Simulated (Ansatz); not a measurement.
**Abstraction of F: SiH(SiH3)F2 + SiH(SiH2)F2 → SiH(SiH3)F + Si2H3F3**

Species: SiH(SiH3)F2, singlet; SiH(SiH2)F2, doublet; SiH(SiH3)F, doublet; Si2H3F3 `F[SiH2][SiH](F)F`, singlet. A radical takes F: the energy is the difference in strength between two Si–F bonds in different surroundings.

Shapes, held fixed at every level: PBE0-D4/def2-TZVP. Flexible molecules stand in one conformer, not always the lowest. Programs: Ansatz 0.2.0. Electronic energies: no zero-point or thermal term.

```
               level                    kind  ΔE (kJ/mol)  less CCSD(T)/CBS estimate  CPU time (sum over the molecules)
      MP2/def2-TZVPP     perturbation theory        +46.3                       +1.1                                  –
   PBE-D4/def2-TZVPP                     GGA        +39.9                       -5.3                               30 s
r2SCAN-D4/def2-TZVPP                meta-GGA        +45.6                       +0.4                               66 s
  PBE0-D4/def2-TZVPP           global hybrid        +42.8                       -2.4                               39 s
  wB97M-V/def2-TZVPP  range-separated hybrid        +44.2                       -1.0                            2.2 min
  wB97X-V/def2-TZVPP  range-separated hybrid        +41.0                       -4.2                            1.8 min
   B2PLYP/def2-TZVPP           double hybrid        +41.8                       -3.4                               58 s
CCSD(T)/CBS estimate   coupled cluster or CI        +45.2                        0.0                             22 min
```

The highest level, CCSD(T)/CBS estimate, gives ΔE = +45.2 kJ/mol; the levels span +39.9 to +46.3. The column of differences is taken from that level and isn't an error. No measured value is set beside it here. Open shells run unrestricted. The CBS estimate extrapolates MP2 from def2-TZVPP and def2-QZVPP and adds CCSD(T) − MP2 in the triple-zeta set, cores frozen. Times are processor times on shared x86 and Arm servers, and rough.
